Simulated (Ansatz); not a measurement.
## Ligand exchange: Ti(CH3)3F + C2F4 → Ti(CH3)2F2 + C3H3F3

Species: Ti(CH3)3F, singlet; C2F4 (tetrafluoroethylene) `FC(F)=C(F)F`, singlet; Ti(CH3)2F2, singlet; C3H3F3 `CC(F)=C(F)F`, singlet. The partners trade CH3 for F: Ti–CH3 and C–F bonds give way to Ti–F and C–CH3.

Shapes, held fixed at every level: PBE0-D4/def2-TZVP. Programs: Ansatz 0.2.0. The zero-point and thermal change to 298 K, harmonic and unscaled (PBE0-D4/def2-TZVP), is +8.7 kJ/mol.

| level | kind | ΔH(298 K) (kJ/mol) | less CCSD(T)/def2-TZVPP | CPU time (sum over the molecules) |
| --- | --- | --- | --- | --- |
| SPW92/def2-TZVPP | LDA | -278.2 | +7.8 | 22 s |
| PBE0-D4/def2-TZVPP | global hybrid | -278.7 | +7.3 | 49 s |
| wB97M-V/def2-TZVPP | range-separated hybrid | -282.3 | +3.7 | 2.9 min |
| wB97X-V/def2-TZVPP | range-separated hybrid | -286.5 | -0.5 | 2 min |
| CCSD(T)/def2-SVP | coupled cluster or CI | -291.4 | -5.4 | 2.7 min |
| CCSD/def2-SVP | coupled cluster or CI | -291.9 | -5.9 | – |
| CCSD/def2-TZVPP | coupled cluster or CI | -286.7 | -0.7 | – |
| CCSD(T)/def2-TZVPP | coupled cluster or CI | -286.0 | 0.0 | 83 min |

The highest level, CCSD(T)/def2-TZVPP, gives ΔH(298 K) = -286.0 kJ/mol; the levels span -291.9 to -278.2. The column of differences is taken from that level and isn't an error. No measured value is set beside it here. Outer-core shells of Ti are correlated, in sets that cover them unevenly. Times are processor times on shared x86 and Arm servers, and rough.
